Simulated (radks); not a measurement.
The table gives one normalised radial function P(r) = r R(r) of Ti4+ in [Ar] (r in bohr). All-electron calculation, non-relativistic Kohn-Sham, PBE, spin-polarised, spherical densities, point nucleus. Program: a radial shooting solver on a logarithmic mesh with Libxc functionals.

r,P
0.006531,0.3348
0.008237,0.4061
0.01039,0.4874
0.0131,0.5769
0.01652,0.6706
0.02083,0.7613
0.02628,0.8371
0.03314,0.8805
0.04179,0.8684
0.0527,0.7735
0.06646,0.5690
0.08382,0.2378
0.1057,-0.2146
0.1333,-0.7463
0.1681,-1.2719
0.212,-1.6733
0.2674,-1.8370
0.3399,-1.6993
0.4286,-1.3204
0.5406,-0.8436
0.6817,-0.4303
0.8597,-0.1675
1.084,-0.0469
1.367,-0.0088
1.724,-0.0010
2.175,-0.0001
2.743,0.0000
3.459,0.0000

Which n and l does it have? It may be an empty orbital.

Answer. n = 2, l = 0: the number of nodes gives n - l - 1 = 1, the rise at small r (about r^(l+1)) gives l, and the extent must fit the shell. The curve is that of 2s. 2s: eigenvalue -586.63 eV, 1 radial node at r = 0.0953 bohr, <r> = 0.327 bohr, 90 % of the charge inside 0.508 bohr.
